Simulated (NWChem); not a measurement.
Molecule: GaNH2BrF; SMILES [Ga]([NH2])([Br])[F]

```xyz
6

Ga    -0.0040     0.7423     0.0000
F      1.5357     1.5667     0.0000
Br     0.0192    -1.5228     0.0000
N     -1.4942     1.7296     0.0000
H     -2.4254     1.3351     0.0000
H     -1.4843     2.7415     0.0000
```
Atoms are numbered in this order, from 1.

Computed with NWChem. Coordinates come from a PBE0/def2-SVP optimisation. B3LYP is NWChem's, with the RPA form of VWN correlation.

Task: Taking B3LYP/pcseg-2 as the yardstick, which of these has the fewest basis functions while keeping “dipole (D)” within 0.05 D of it: B3LYP/STO-3G; B3LYP/pcseg-1; B3LYP/aug-pcseg-1; B3LYP/def2-SVP?

Result: B3LYP/aug-pcseg-1.
```csv
level,basis functions,dipole (D)
B3LYP/STO-3G,48,2.57
B3LYP/pcseg-1,92,2.96
B3LYP/def2-SVP,102,2.97
B3LYP/aug-pcseg-1,136,2.82
B3LYP/pcseg-2,174,2.86
```

The yardstick is one finite set, not the basis-set limit.
